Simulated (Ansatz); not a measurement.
An input meant for Zn₅O₅H₁₈ (charge 0, triplet).

```yaml
crystal:
  periodic: [true, true, true]
  atoms:
    - {symbol: Zn, position_ang: [-2.413794, 0.658339, 2.274067]}
    - {symbol: Zn, position_ang: [-2.163812, 2.557858, -2.304554]}
    - {symbol: Zn, position_ang: [0.459003, -1.259325, 1.006518]}
    - {symbol: Zn, position_ang: [3.888299, -2.794169, -1.491590]}
    - {symbol: Zn, position_ang: [0.136264, 1.226010, 1.784146]}
    - {symbol: O, position_ang: [-1.253120, -0.218662, 0.820290]}
    - {symbol: O, position_ang: [-0.617800, 1.442789, -1.387046]}
    - {symbol: O, position_ang: [-3.242235, 1.964310, 0.860777]}
    - {symbol: O, position_ang: [1.360952, -0.340625, -0.750008]}
    - {symbol: O, position_ang: [2.537234, -3.759731, -0.241348]}
    - {symbol: H, position_ang: [-3.506034, 0.038251, 3.201413]}
    - {symbol: H, position_ang: [-0.996311, 1.585536, 2.935276]}
    - {symbol: H, position_ang: [-2.341970, 2.113878, -3.785987]}
    - {symbol: H, position_ang: [-2.511309, 3.413510, -0.990921]}
    - {symbol: H, position_ang: [0.597906, -2.835242, 0.927916]}
    - {symbol: H, position_ang: [1.126834, -0.164782, 2.170542]}
    - {symbol: H, position_ang: [3.068552, -1.491865, -1.948089]}
    - {symbol: H, position_ang: [5.181942, -3.662207, -1.534786]}
    - {symbol: H, position_ang: [0.736891, 2.167094, 0.611943]}
    - {symbol: H, position_ang: [-1.416469, 0.151053, -0.075346]}
    - {symbol: H, position_ang: [0.016634, 0.739480, -1.668551]}
    - {symbol: H, position_ang: [-0.157711, 1.831924, -0.571743]}
    - {symbol: H, position_ang: [-4.160544, 2.255727, 1.003557]}
    - {symbol: H, position_ang: [-2.884517, 2.538606, 0.105887]}
    - {symbol: H, position_ang: [2.099336, -0.880978, -1.225670]}
    - {symbol: H, position_ang: [1.813374, 0.447646, -0.374318]}
    - {symbol: H, position_ang: [1.749159, -3.322915, 0.223582]}
    - {symbol: H, position_ang: [2.870644, -4.440110, 0.371743]}
basis:
  gaussian: {orbitals: STO-3G}
magnetization: {spin_polarized: true, initial_magnetization: 2}
hamiltonian: {xc: {name: SVWN5}}
scf: {omitted_lower_state_checks: [starts]}
```

```sh
$ ansatz run in.yaml --threads 2 --pin off --events-out ev --progress --plain --max-ram 32768MiB --backend cuda --devices 0, --max-vram 18GiB
```

Shortened log:

```
Error: YAML parse error: error: line 2 column 3: crystal: missing field `lattice` (a structure is typed as `lattice` and `atoms`, a molecule's as `atoms` in Å alone, or read from a run's directory, `checkpoint`)
 --> <input>:2:3
1 | crystal:
2 |   periodic: [true, true, true]
3 |   atoms:
4 |     - {symbol: Zn, position_ang: [-2.413794, 0.658339, 2.274067]}
```

In this input the species is marked periodic without a cell. The program refused the input.
